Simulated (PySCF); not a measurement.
A PySCF script (with the pyscf-properties extension) for the NMR shieldings of SMILES CC[C@H](O[SiH3])C(=O)NC, C5H13NO2Si, on a GFN2-xTB geometry:

```python
import basis_set_exchange as bse
import numpy as np
from pyscf import gto, dft
from pyscf.prop import nmr

atoms = """
C    -2.658948   -0.447299    0.911315
C    -1.449932   -0.517649   -0.011592
C    -0.194958    0.062363    0.670214
O    -0.385470    1.386145    1.000505
Si   -0.015839    2.720614    0.131940
C     0.974552   -0.090901   -0.294797
O     1.326700    0.831566   -1.001254
N     1.541511   -1.309573   -0.323489
C     2.630464   -1.644153   -1.211907
H    -2.514732   -1.083948    1.781742
H    -3.555708   -0.770019    0.388271
H    -2.798044    0.575671    1.250309
H    -1.257879   -1.550861   -0.311262
H    -1.636618    0.075388   -0.908603
H     0.008648   -0.491738    1.600229
H     1.391810    3.100237    0.182051
H    -0.558570    2.718494   -1.223591
H    -0.791956    3.630204    0.980629
H     1.218813   -2.021428    0.312132
H     2.827859   -0.770586   -1.830349
H     3.528315   -1.895841   -0.644927
H     2.359570   -2.487300   -1.849200
"""
names = dict.fromkeys(["C", "O", "Si", "N", "H"], "pcSseg-1")
basis = {el: gto.basis.parse(bse.get_basis(n, elements=[el], fmt="nwchem")) for el, n in names.items()}
mol = gto.M(atom=atoms, basis=basis, charge=0, verbose=0)
mf = dft.RKS(mol, xc="PBE0")
mf.grids.level = 2
mf.grids.alignment = dft.numint.BLKSIZE   # the property module wants whole blocks of grid points
mf.conv_tol = 1e-9
mf.kernel()

calc = nmr.RKS(mf)   # GIAO
C = mf.mo_coeff
Co = C[:, mf.mo_occ > 0]
resp = mf.gen_response(singlet=True, hermi=2)
def vind(x):   # induced exchange potential for any number of trial vectors
    d = np.einsum("pi,xij,qj->xpq", C, 2 * x.reshape(-1, C.shape[1], Co.shape[1]), Co, optimize=True)
    return np.einsum("xpq,pi,qj->xij", resp(d - d.transpose(0, 2, 1)), C, Co, optimize=True).ravel()
mo1, _ = nmr.rhf.solve_mo1(calc, with_cphf=vind)
sigma = calc.kernel(mo1)
for i, s in enumerate(sigma):   # ppm
    w = np.linalg.eigvalsh((s + s.T) / 2)
    print("%2d %-2s iso %8.1f  s11 %8.1f  s22 %8.1f  s33 %8.1f" % (i, mol.atom_pure_symbol(i), w.mean(), *w))
```

Problem. What does it print?

Solution. 
```
 0 C  iso    173.5  s11    160.4  s22    172.4  s33    187.6
 1 C  iso    152.1  s11    134.6  s22    152.1  s33    169.5
 2 C  iso    110.2  s11     94.3  s22    103.2  s33    132.9
 3 O  iso    317.4  s11    294.6  s22    320.1  s33    337.4
 4 Si iso    400.6  s11    355.9  s22    372.4  s33    473.4
 5 C  iso      8.2  s11    -71.7  s22      5.1  s33     91.0
 6 O  iso    -30.9  s11   -309.1  s22   -152.2  s33    368.5
 7 N  iso    151.8  s11     63.7  s22    171.7  s33    220.0
 8 C  iso    160.4  s11    132.2  s22    161.3  s33    187.7
 9 H  iso     31.0  s11     26.7  s22     28.7  s33     37.6
10 H  iso     30.6  s11     26.0  s22     27.6  s33     38.1
11 H  iso     29.9  s11     24.4  s22     30.5  s33     34.9
12 H  iso     30.5  s11     24.9  s22     31.3  s33     35.3
13 H  iso     30.1  s11     26.2  s22     30.6  s33     33.4
14 H  iso     28.0  s11     24.3  s22     27.3  s33     32.4
15 H  iso     26.6  s11     22.5  s22     25.4  s33     31.7
16 H  iso     26.6  s11     23.7  s22     24.5  s33     31.5
17 H  iso     27.0  s11     22.7  s22     25.6  s33     32.7
18 H  iso     27.5  s11     20.4  s22     30.2  s33     31.7
19 H  iso     27.3  s11     22.5  s22     28.0  s33     31.4
20 H  iso     29.1  s11     23.6  s22     27.1  s33     36.7
21 H  iso     29.2  s11     23.6  s22     27.5  s33     36.4
```

These numbers come from an equivalent density-fitted implementation of the same equations, which agrees with the script to about 0.01 ppm for H and up to a few tenths of a ppm for heavy atoms, so last digits may differ.

Problem. Turn these shieldings into chemical shifts. Scale: TMS for $^{13}$C (σref 186.93) and $^{29}$Si (σref 349.16) and $^{1}$H (σref 31.72); $^{17}$O (σref 336.08) vs H2O; NH3 for $^{15}$N (σref 267.73) (reference shieldings calculated alike).

Solution. Averaging equivalent atoms: C 5: 178.8; C 2: 76.8; C 1: 34.9; C 8: 26.5; C 0: 13.4; O 6: 367.0; O 3: 18.7; Si 4: -51.4; N 7: 115.9; H 15/16/17: 5.02; H 18: 4.26; H 14: 3.75; H 19/20/21: 3.20; H 13: 1.66; H 9/10/11: 1.22; H 12: 1.19 ppm. Unscaled 17O shifts of doubly bonded oxygen tend to come out too high, by tens of ppm or more. Experimental scales use liquid or dissolved standards, which lie at an offset from isolated NH3 (liquid NH3: subtract about 20 ppm) and H2O (liquid H2O: subtract about 36 ppm).

Size and cost of the density-fitted run: 225 basis functions, 67 s wall time on 1 thread of an Arm Neoverse V1, shared host; peak memory 1 GiB.
